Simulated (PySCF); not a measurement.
C₉H₇F₃O.
Z-matrix (Å and degrees, PBE0-D3(BJ)/def2-SVP geometry), rows numbered from 1:
```
O 
C   1  1.2049
C   2  1.4798  1  124.48
C   3  1.3975  2  120.28  1  -179.98
C   4  1.3907  3  120.24  2   179.95
C   5  1.3990  4  120.28  3     0.17
C   6  1.5024  5  120.34  4  -177.86
C   7  1.5120  6  112.54  5    84.80
F   8  1.3351  7  111.53  6    58.84
F   8  1.3358  7  110.80  6   178.66
F   8  1.3364  7  111.54  6   -61.54
C   6  1.4019  5  119.26  4    -0.38
C  12  1.3875  6  120.55  5     0.41
H   2  1.1208  1  121.08  3  -179.90
H   4  1.0939  3  119.59  2     0.00
H   5  1.0925  4  120.05  3  -179.60
H   7  1.0994  6  111.42  5   -35.31
H   7  1.0991  6  111.19  5  -155.46
H  12  1.0928  6  119.48  5  -179.47
H  13  1.0923  3  118.37  2     0.02
```

Computed, not measured: PySCF 2.14.0, PBE0-D3(BJ)/def2-SVP geometry optimisation, gas phase.

Masses are those of the commonest isotopes; rigid-rotor values at the optimised geometry. The values belong to one conformer with, in the numbering `[O:1]=[CH:2][c:3]1[cH:4][cH:5][c:6]([CH2:7][C:8]([F:9])([F:10])[F:11])[cH:12][cH:13]1`, O1–C2–C3–C4 180°, C5–C6–C7–C8 85°.

Give the principal moments of inertia and the rotational constants in GHz.

Ia = 219.18, Ib = 1398.86, Ic = 1470.86 u·Å²; 505379 MHz·u·Å²/I gives 2306, 361.3 and 343.6 MHz, that is A = 2.3057, B = 0.3613, C = 0.3436 GHz.

Classify the top.

A near-prolate asymmetric top; Ray's κ = -0.982.

What does the inertial defect say?

Not planar: Δ = Ic − Ia − Ib = -147.17 u·Å². For a rigid frame Δ = −2 Σ m c², so Σ m c² = 73.59 u·Å² lies off the ab plane: 7.08 from hydrogen and 66.51 from heavier atoms. The atom farthest from that plane is 1.69 Å away.

Which lines would a microwave search look for?

The dipole components are |μa| = 1.43 D, |μb| = 1.59 D, |μc| = 2.00 D. Intensities carry the squares of the components, which stand as 0.51 : 0.64 : 1.00 (a : b : c). Some lines, for components of 0.1 D or more:

| type | branch | J(Ka,Kc) | MHz | lower level (cm⁻¹) |
| --- | --- | --- | --- | --- |
| a | R | 1(0,1) ← 0(0,0) | 705 | 0.000 |
| b | R | 5(0,5) ← 4(1,4) | 1656 | 0.297 |
| c | Q | 5(1,5) ← 5(0,5) | 1824 | 0.353 |
| c | Q | 2(1,2) ← 2(0,2) | 1927 | 0.071 |
| b | Q | 1(1,0) ← 1(0,1) | 1962 | 0.024 |
| b | Q | 2(1,1) ← 2(0,2) | 1980 | 0.071 |
| a | R | 3(1,3) ← 2(1,2) | 2088 | 0.135 |
| a | R | 4(0,4) ← 3(0,3) | 2818 | 0.141 |
| a | R | 4(3,1) ← 3(3,0) | 2820 | 0.727 |
| b | R | 2(1,2) ← 1(0,1) | 3337 | 0.024 |
| c | R | 2(1,1) ← 1(0,1) | 3390 | 0.024 |
| a | R | 5(4,1) ← 4(4,0) | 3525 | 1.278 |
| a | R | 5(1,4) ← 4(1,3) | 3568 | 0.303 |
| b | R | 5(1,5) ← 4(0,4) | 5346 | 0.235 |
| c | R | 5(1,4) ← 4(0,4) | 5611 | 0.235 |
| c | Q | 4(2,3) ← 4(1,3) | 5772 | 0.303 |
| b | Q | 4(2,2) ← 4(1,3) | 5774 | 0.303 |
| b | Q | 4(2,3) ← 4(1,4) | 5949 | 0.297 |
| b | R | 4(2,3) ← 3(1,2) | 8626 | 0.208 |
| b | R | 5(2,4) ← 4(1,3) | 9296 | 0.303 |
| b | Q | 3(3,0) ← 3(2,1) | 9766 | 0.402 |
| b | Q | 3(3,1) ← 3(2,2) | 9767 | 0.402 |
| c | Q | 4(4,1) ← 4(3,1) | 13673 | 0.822 |
| b | R | 4(4,0) ← 3(3,1) | 16493 | 0.727 |
| b | R | 5(4,2) ← 4(3,1) | 17198 | 0.822 |

PBE0-D3(BJ)/def2-SVP frequencies: not computed here. Constants of a rigid frame at the computed geometry: no zero-point averaging, no centrifugal distortion.
